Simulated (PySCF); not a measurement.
Input of a run (PBE0-D3(BJ)/def2-SVP geometry optimisation, gas phase, def2 core potentials past Kr (PySCF 2.14.0)), started from GFN2-xTB:
```
{"job": {"xc": "PBE0", "basis": "def2-SVP", "d3": "d3bj", "grid": 1, "maxiter": 30, "shake": 0.03, "kind": "geom"}, "charge": 0, "multiplicity": 1}
Sn     0.066050    -0.074010     0.020960
S     -0.111570    -0.028320     2.453200
H      0.151850     1.259490     2.574410
S      2.407740     0.047170    -0.844500
H      2.521980    -1.269800    -0.664800
S     -1.147750     2.047080    -0.769620
H     -0.657690     1.963620    -2.005600
S     -1.003840    -2.031630    -0.840680
H     -2.094030    -1.983050     0.050970
```

Output (energies in Eh, forces in Eh/bohr):
```
step   0  E = -1808.53555526  max force = 0.032243
step   1  E = -1808.54501197  max force = 0.005113
step   2  E = -1808.54543382  max force = 0.002721
step   3  E = -1808.54555062  max force = 0.000797
step   4  E = -1808.54560478  max force = 0.000941
step   5  E = -1808.54561811  max force = 0.000752
step   6  E = -1808.54562131  max force = 0.000425
optimisation converged
```

Task: Summarise the run.

Result: The energy falls by 26.4 kJ/mol over 7 energy and gradient evaluations, the largest force component goes from 0.0322 to 4.2e-04 Eh/bohr, and the atoms move by 0.116 Å rms after alignment. The bond that changes most is Sn1–S6 (ends: tin bonded to 4 S; sulfur bonded to Sn and H), which shortens by 0.157 Å. Bonds longer at the end by more than 0.005 Å: 4 of 8; shorter: 4. Among the angles that change most is S6–Sn1–S8, from 110.7° to 117.2°. The energy never rose by more than 1e-6 Eh on the way. The first step brought 94 % of the lowering.

Task: What are the final bond lengths?

Result: Sn1–S2 2.410 Å, Sn1–S4 2.409 Å, Sn1–S6 2.411 Å, Sn1–S8 2.410 Å, S2–H3 1.353 Å, S4–H5 1.353 Å, S6–H7 1.353 Å, S8–H9 1.352 Å. Numbering counts from 1 in the input's order; the species is Sn(SH)4, `[SH][Sn]([SH])([SH])[SH]`.

The run used 118 basis functions and 49 SCF cycles in all. Hardware: one thread, AMD EPYC 7B13 (x86_64), on a shared host. Cost: 46 s of wall time, 0.48 GiB resident at most.

Whether it is a minimum is left open (no frequencies).
